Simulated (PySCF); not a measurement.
Isomers of C5H5FO3, one GFN2-xTB conformer each. Single-point energies are computed at PBE0/def2-SVPD (PySCF, gas phase, no added dispersion term), electronic only.

```tsv
SMILES	GFN2-xTB relative energy (kJ/mol)
COC1=C(F)[C@H]1C(=O)O	192.8
COC1=C(F)COC1=O	0.0
```

Conformers: `[CH3:1][O:2][C:3]1=[C:4]([F:5])[C@H:6]1[C:7](=[O:8])[OH:9]` with C1–O2–C3–C4 -169°, C4–C6–C7–O8 -151°, C6–C7–O9–H -178°; `[CH3:1][O:2][C:3]1=[C:4]([F:5])[CH2:6][O:7][C:8]1=[O:9]` with C1–O2–C3–C4 0°.

**Question.** What does PBE0/def2-SVPD give for the same structures?

**Answer.** 
```tsv
SMILES	PBE0/def2-SVPD E (Eh)	PBE0/def2-SVPD (kJ/mol)	GFN2-xTB (kJ/mol)	point group
COC1=C(F)COC1=O	-518.11377	0.0	0.0	Cs
COC1=C(F)[C@H]1C(=O)O	-518.04409	183.0	192.8	C1
```

Both levels put the same isomer lowest. As drawn, the higher has a three-membered ring and an O–H bond, which the lower lacks.

**Question.** Which frontier levels, dipoles and rotational constants go with these structures?

**Answer.** 
```csv
SMILES,"HOMO (eV, PBE0/def2-SVPD)",LUMO (eV),dipole (D),"A, B, C (MHz)"
COC1=C(F)COC1=O,-7.44,-1.06,4.64,"2313, 1658, 977.6"
COC1=C(F)[C@H]1C(=O)O,-6.93,-0.36,2.69,"1753, 1467, 941.1"
```
